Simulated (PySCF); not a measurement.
**A small calculation by hand: chemical shift, span and skew from a shielding tensor**

FH3SeSi, SMILES F[SiH2][SeH]. Atoms are numbered in the order given.

```xyz
6

Si    -0.5408     1.1441     0.0000
F      0.8268     2.0047     0.0000
Se     0.1193    -1.0464     0.0000
H     -1.3129     1.4959     1.2265
H     -1.3129     1.4959    -1.2265
H     -1.3013    -1.4741     0.0000
```

Geometry optimised at PBE-D3(BJ)/def2-TZVP. The geometry has at least one imaginary mode, so it is a saddle point at that level. One conformer was computed; it need not be the lowest.

GIAO shieldings from PBE0/pcSseg-2 in PySCF, non-relativistic, no solvent. The symmetric part of the tensor of F2 has the principal values 349.9, 365.1, 412.6 ppm. The same nucleus in CFCl3 has σ = 165.8 ppm at this level (PySCF, at its B3LYP-D3(BJ)/def2-TZVP geometry).

### Question
Work out the isotropic shielding, the ¹⁹F shift against CFCl3, the span and the skew.

### Answer

σ(iso) = (σ11 + σ22 + σ33)/3 = 375.9 ppm. δ = σ(ref) − σ(iso) = 165.8 − (375.9) = -210.1 ppm.
Span Ω = σ33 − σ11 = 62.7 ppm. Skew κ = 3(σ(iso) − σ22)/Ω = 0.52. Tumbling in solution averages the tensor to δ; in a static solid the shielding alone would spread this spin-1/2 line over Ω.
